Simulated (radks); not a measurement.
All-electron atom: Ta I in [Xe] 4f12 5d4 6s0.5 6p2.5 (fractional occupations, a model configuration).

Calculated with a radial shooting solver on a logarithmic mesh with Libxc functionals: Dirac Kohn-Sham, PBEsol, spin-unpolarised, spherical densities, point nucleus; open shells fill j = l - 1/2 first.

Energy parts (hartree):
total: -15618.8351
kinetic: 17537.6471
electron-nucleus: -38908.6748
Hartree: 6063.4670
exchange-correlation: -311.2744

Orbitals (lengths in bohr, moments of r in powers of bohr; r(max) is where P^2 peaks):
orbital  occ.  eigenvalue (hartree)      <r^2>       <r^4>      <r>   r(max)
1s1/2       2             -2472.407  0.0004788   6.208e-07  0.01866  0.01167
2s1/2       2             -425.2840   0.007320  0.00009346  0.07836  0.06706
2p1/2       2             -406.4649   0.005236  0.00005646  0.06489  0.04993
2p3/2       4             -359.8175   0.006439  0.00008132  0.07273  0.05667
3s1/2       2             -98.22165    0.04790    0.003469   0.2044   0.1890
3p1/2       2             -89.86391    0.04401    0.003070   0.1943   0.1771
3p3/2       4             -79.82582    0.05064    0.004023   0.2089   0.1909
3d3/2       4             -65.71504    0.03936    0.002747   0.1830   0.1497
3d5/2       6             -63.52948    0.04118    0.002983   0.1875   0.1536
4s1/2       2             -20.75536     0.2363     0.08099   0.4573   0.4288
4p1/2       2             -17.30819     0.2438     0.08857   0.4626   0.4288
4p3/2       4             -14.96866     0.2789      0.1158   0.4951   0.4579
4d3/2       4              -9.29983     0.3035      0.1480   0.5118   0.4548
4d5/2       6              -8.86609     0.3166      0.1610   0.5228   0.4640
5s1/2       2              -3.16661      1.280       2.397    1.068   0.9702
5p1/2       2              -2.11928      1.544       3.615    1.168    1.037
4f5/2       6              -1.78297     0.4403      0.4334   0.5963   0.4318
5p3/2       4              -1.75448      1.806       4.978    1.263    1.115
4f7/2       6              -1.70365     0.4528      0.4604   0.6044   0.4364
5d3/2       4              -0.38699      3.763       26.40    1.784    1.402
5d5/2       0              -0.35283      4.032       30.58    1.845    1.441
6s1/2     0.5              -0.30896      9.766       148.4    2.936    2.519
6p1/2       2              -0.13177      16.41       448.6    3.779    3.123
6p3/2     0.5              -0.10485      19.85       659.4    4.154    3.431

The highest occupied level is 6p3/2 at -2.853 eV. The configuration is held as typed, so some empty levels lie below it. Summed over all electrons, <r^2> = 86.95 bohr^2, which gives a Langevin (diamagnetic) susceptibility term of -68.9 x 10^-6 cm^3/mol.
